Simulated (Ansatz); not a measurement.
Reaction (cleavage of the Si–Sn bond): `O[SiH2][SiH2][SnH3]` + PH₃ → `O[SiH2][SiH2]P` + `[SnH4]`

Computed with Ansatz on PBE0-D4/def2-TZVP structures; ΔE is electronic, products minus reactants. CCSD(T)/CBS adds triple-zeta CCSD(T) − MP2 to the extrapolated MP2 energy (def2 sets, frozen cores). This one scheme is used for every species. DFT in def2-TZVPP. B3LYP here is the variant with VWN-RPA as its local correlation; programs differ in this. def2 core potentials past Kr. For Sn outer-core shells are correlated without core-valence functions, which leaves a few kJ/mol of doubt a bond. One conformer a species, not always the lowest.

| level | ΔE (kJ/mol) | difference from CCSD(T)/CBS |
| --- | --- | --- |
| PBE-D4 | 12.8 | -4.2 |
| r2SCAN-D4 | 10.6 | -6.4 |
| PBE0-D4 | 11.6 | -5.4 |
| B3LYP-D4 | 12.2 | -4.8 |
| ωB97X-V | 9.2 | -7.8 |
| ωB97M-V | 10.7 | -6.3 |
| B2PLYP | 11.3 | -5.7 |
| PBE | 12.3 | -4.7 |
| r2SCAN | 10.4 | -6.6 |
| PBE0 | 11.0 | -6.0 |
| B3LYP | 11.4 | -5.6 |
| HF/def2-TZVPP | 6.1 | -10.9 |
| MP2/def2-TZVPP | 12.6 | -4.4 |
| SCS-MP2/def2-TZVPP | 11.2 | -5.8 |
| CCSD/def2-TZVPP | 11.6 | -5.4 |
| CCSD(T)/def2-TZVPP | 11.8 | -5.2 |
| HF/def2-QZVPP | 6.3 | -10.7 |
| MP2/def2-QZVPP | 15.6 | -1.4 |
| SCS-MP2/def2-QZVPP | 13.8 | -3.2 |
| HF/CBS(def2) | 6.3 | -10.7 |
| MP2/CBS(def2) | 17.8 | 0.8 |
| CCSD/CBS(def2) | 16.8 | -0.2 |
| CCSD(T)/CBS | 17.0 | 0 |

Largest T1 diagnostic among the species: 0.013.

In def2-TZVPP, CCSD(T) changes the Hartree–Fock value by +5.7 kJ/mol (the triples alone add +0.2 kJ/mol) and MP2 by +6.5 kJ/mol.
